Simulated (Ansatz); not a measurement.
One change: `OB1O[SiH2]1` becomes `[OH][Al]1[O][SiH2]1`.

Ansatz, PBE0-D4/def2-TZVP geometries, multiplicity 1. Each molecule was computed in one conformer, which needn't be the lowest.

| property | `OB1O[SiH2]1` |
| --- | --- |
| HOMO–LUMO gap (B3LYP/def2-TZVPP) / eV | 5.87 |
| HOMO energy (PBE0/def2-TZVPP) / eV | -7.07 |
| HOMO–LUMO gap (PBE0/def2-TZVPP) / eV | 6.29 |
| size of the dipole moment (B3LYP/def2-TZVPP) / D | 2.62 |
| LUMO energy (PBE/def2-TZVPP) / eV | -1.61 |
| HOMO–LUMO gap (PBE/def2-TZVPP) / eV | 4.28 |

**Question.** What does the change do to each property? (Estimate.)

**Answer.** Computed: 
| property | `[OH][Al]1[O][SiH2]1` | shift |
| --- | --- | --- |
| HOMO–LUMO gap (B3LYP/def2-TZVPP) / eV | 4.35 | -1.52 |
| HOMO energy (PBE0/def2-TZVPP) / eV | -6.39 | 0.68 |
| HOMO–LUMO gap (PBE0/def2-TZVPP) / eV | 4.75 | -1.54 |
| size of the dipole moment (B3LYP/def2-TZVPP) / D | 2.71 | 0.09 |
| LUMO energy (PBE/def2-TZVPP) / eV | -2.44 | -0.83 |
| HOMO–LUMO gap (PBE/def2-TZVPP) / eV | 2.90 | -1.38 |

With PBE0 the HOMO rises by 0.68 eV and the LUMO falls by 0.86 eV, so the gap narrows by about 1.54 eV. PBE moves the HOMO by 0.54 eV and ωB97M-V by 0.82 eV. Dipoles are sizes alone; their direction can turn.

B3LYP here is the variant with VWN-RPA as its local correlation; programs differ in this.
